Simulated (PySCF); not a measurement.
Dipole response of Pb (lead, neutral)

[Xe] 4f14 5d10 6s2 6p2, high-spin 3P determinant. Computed with PySCF 2.14 in x2c-TZVPPall with one added diffuse shell each of s, p, d, f type (12s8p7d4f, 99 functions), with scalar relativity by spin-free X2C-1e. Coupled (time-dependent) response in atomic units; α is the mean over directions.

```csv
method,mean α (bohr³),"α xx, yy, zz",C₆ (like pair),S(−4)
UHF,61.40,"45.93, 69.13, 69.13",721.3,1441
PBE,67.93,"48.82, 77.49, 77.49",788.2,2072
```

S(−4) is the Cauchy moment in α(ω) = α(0) + S(−4) ω² + …

Reference α: 47 ± 3 bohr³ (recommended; Schwerdtfeger and Nagle, table of static dipole polarizabilities (2023 update)). Published C₆: 534.0 (Gould and Bucko (2016)).

Spin-orbit coupling is absent.

α(iu) at UHF:

```json
{"u (hartree)": "0", "α(iu) (bohr³)": "61.40"}
{"u (hartree)": "0.0500", "α(iu) (bohr³)": "58.07"}
{"u (hartree)": "0.100", "α(iu) (bohr³)": "50.49"}
{"u (hartree)": "0.200", "α(iu) (bohr³)": "35.32"}
{"u (hartree)": "0.300", "α(iu) (bohr³)": "25.25"}
{"u (hartree)": "0.500", "α(iu) (bohr³)": "14.81"}
{"u (hartree)": "0.750", "α(iu) (bohr³)": "9.213"}
{"u (hartree)": "1.00", "α(iu) (bohr³)": "6.514"}
{"u (hartree)": "1.50", "α(iu) (bohr³)": "3.964"}
{"u (hartree)": "2.00", "α(iu) (bohr³)": "2.748"}
{"u (hartree)": "3.00", "α(iu) (bohr³)": "1.577"}
{"u (hartree)": "5.00", "α(iu) (bohr³)": "0.7179"}
```

A single London oscillator, α(iu) = α/(1 + u²/ω²), gives C₆ = (3/4) ω α². Matching the computed C₆ needs ω = 4 × 721.3 / (3 × 61.40²) = 0.255 hartree.

The components differ because the open shell of this determinant is not spherical; for a pure term their mean is the scalar polarisability.

Spin-orbit coupling is strong in this species (close to jj coupling), so the high-spin LS determinant is a model state, not a physical level.
